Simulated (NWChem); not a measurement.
System: C3H3BF2; SMILES C(B(F)F)=C=C

Here is an NWChem input.

```
start job
memory heap 200 mb stack 900 mb global 1100 mb
geometry units angstroms
  C     -2.758806    -0.119975    -0.499616
  C     -1.545402    -0.520525    -0.333590
  C     -0.305085    -0.899770    -0.160564
  B      0.847449     0.070098     0.157345
  F      2.091409    -0.344635     0.326254
  F      0.693633     1.376340     0.286249
  H     -3.450356    -0.051203     0.323430
  H     -3.135012     0.161890    -1.468903
  H     -0.074041    -1.954902    -0.245318
end
basis spherical
  * library def2-svp
end
dft
  xc xpbe96 cpbe96
  disp vdw 4
  iterations 150
end
driver
  maxiter 120
end
task dft optimize
task dft freq
```

The level has its own optimisation; frequencies are unscaled. Brackets give each atom's bonded neighbours.

Task: Predict the main results of this run. (PBE-D3(BJ)/def2-SVP.) Quantities: r C–C [C(CC)–C(CHH)] (Å); r C–H [C(CHH)–H(C)] (Å); r C–C [C(BCH)–C(CC)] (Å); r B–C (Å); highest harmonic frequency (cm⁻¹); lowest (cm⁻¹); zero-point energy (kcal/mol); dipole (D).

Result: 
```json
{
 "r C–C [C(CC)–C(CHH)] (Å)": "1.313",
 "r C–H [C(CHH)–H(C)] (Å)": "1.103",
 "r C–C [C(BCH)–C(CC)] (Å)": "1.326",
 "r B–C (Å)": "1.551",
 "highest harmonic frequency (cm⁻¹)": "3154",
 "lowest (cm⁻¹)": "71",
 "zero-point energy (kcal/mol)": "34.2",
 "dipole (D)": "2.03"
}
```
